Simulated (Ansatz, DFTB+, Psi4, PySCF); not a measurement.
Molecule: C₂H₃N, net charge 0, singlet state. SMILES: [C-]#[N+]C
Structure (B3LYP-D3(BJ)/def2-TZVP (Ansatz, an electronic-structure program) minimum search):
```
C
H 1 1.0897
H 1 1.0897 2 109.15
H 1 1.0897 2 109.15 3 119.22
N 1 1.4180 2 109.79 3 -120.39
C 5 1.1645 3 150.15 1 180.00
```

Wanted: size of the dipole moment, in D. Terms: 6-311+G** with 5d; SCC-DFTB with the Slater-Koster set that CP2K ships; 6-31G* and kin with 6d, 5d where marked; spin-orbit terms left out; no dispersion term unless named; non-relativistic. Ab initio and DFT and DFTB rows: single points at B3LYP-D3(BJ) geometries (Ansatz).

Measured values: NIST CCCBDB, as tabulated in the package chemicals; dipoles are vibrational averages. 

Value to compare with, the measured value: 3.85 D.

| level | program | size of the dipole moment (D) | error |
|---|---|---|---|
| SCC-DFTB | DFTB+ | 3.01 | -0.84 |
| B3LYP/def2-SVP | Ansatz | 3.89 | 0.04 |
| B3LYP/cc-pVDZ | Ansatz | 3.82 | -0.03 |
| B3LYP/6-311+G** | Ansatz | 3.93 | 0.08 |
| M06-2X/6-31G* (5d) | PySCF | 3.62 | -0.23 |
| wB97X-D/6-311+G** | Psi4 | 3.92 | 0.07 |

Among the 6 habitual levels, SCC-DFTB lies farthest from the measured value (-0.84 D); 3 of 6 lie above it, and their mean absolute error is 0.21 D, the median 0.08. One case shows no general order.

The levels are drawn from those run, B3LYP/6-31G* more often than the rest, none by its result; runs whose electronic state is in doubt are left out.
